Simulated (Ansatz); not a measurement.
ClH₄OSi₂, SMILES `[SiH2]O[SiH2]Cl` radical. Total charge 0; spin multiplicity 2. The structure was optimised at the PBE0-D4/def2-TZVP level. It is one conformer, not always the lowest.

```xyz
8

Si   -1.408   -1.151   -0.098
O     0.047   -0.493    0.300
Si    1.196    0.586   -0.087
Cl    0.355    2.218   -1.003
H    -2.435   -0.075   -0.200
H    -1.759   -2.120    0.976
H     2.154   -0.011   -1.041
H     1.850    1.045    1.153
```

(1) What is the dipole moment at B3LYP/def2-TZVPP? (Best estimate.)

(2) And with PBE, r2SCAN, ωB97M-V? (Estimate.)

(3) Give the Mulliken charges with B3LYP, PBE, ωB97M-V in def2-TZVPP. (An estimate is asked.)

## Answers

(1) Computed: 0.89 D, with components (0.30, -0.80, 0.25) D in this frame, pointing from negative to positive charge.

(2) Ansatz gave: PBE 0.82 D, r2SCAN 0.89 D, ωB97M-V 0.91 D.

(3) The calculation gave: 
```tsv
atom	B3LYP	PBE	ωB97M-V
Si1	0.28	0.22	0.20
O2	-0.36	-0.28	-0.36
Si3	0.55	0.47	0.45
Cl4	-0.25	-0.22	-0.22
H5	-0.05	-0.04	-0.01
H6	-0.05	-0.04	-0.01
H7	-0.06	-0.06	-0.03
H8	-0.06	-0.05	-0.02
```

B3LYP here is the variant with VWN-RPA as its local correlation; programs differ in this.
